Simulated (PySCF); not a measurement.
**Potential energy of GeI⁺ along the bond**

Set-up: Ge cc-pVDZ-PP with ECP10, I cc-pVDZ-PP with ECP28; scalar-relativistic core potentials (PySCF 2.14). Energies in eV from Ge⁺ + I in their ground configurations at the same level. State: ¹Σ⁺ (singlet), closed shell.

| R (Å) | PBE | M06 |
| --- | --- | --- |
| 2.083 | -2.633 | -2.468 |
| 2.180 | -3.455 | -3.282 |
| 2.277 | -3.917 | -3.731 |
| 2.349 | -4.093 | -3.893 |
| 2.422 | -4.161 | -3.946 |
| 2.495 | -4.146 | -3.915 |
| 2.591 | -4.034 | -3.780 |
| 2.713 | -3.794 | -3.510 |
| 2.858 | -3.425 | -3.104 |
| 3.052 | -2.882 | -2.514 |

Task: Put a parabola through the three lowest points of the PBE curve and estimate Re, k and ωe (reduced mass 46.71 u; 1 eV/Å² = 0.16022 mdyn/Å; ωe = 1302.8·√(k/μ) cm⁻¹).

Result: Through R = 2.349, 2.422, 2.495 Å the second-order coefficient is 7.79 eV/Å², so Re ≈ 2.445 Å, k ≈ 2.50 mdyn/Å and ωe ≈ 301 cm⁻¹. A polynomial fit of higher order to the unrounded PBE energies gives Re = 2.443 Å, k = 2.28 mdyn/Å, ωe = 288 cm⁻¹; anharmonicity and rounding make the difference.

The higher-order fit for each curve: PBE: Re = 2.443 Å, ωe = 288 cm⁻¹, De = 4.16 eV; M06: Re = 2.428 Å, ωe = 299 cm⁻¹, De = 3.95 eV.

Spin–orbit coupling is left out, which matters for elements this heavy, above all for dissociation energies. For an ion De counts to the pair picked by the measured ionisation energies or electron affinities, which need not be the lowest pair at this level.
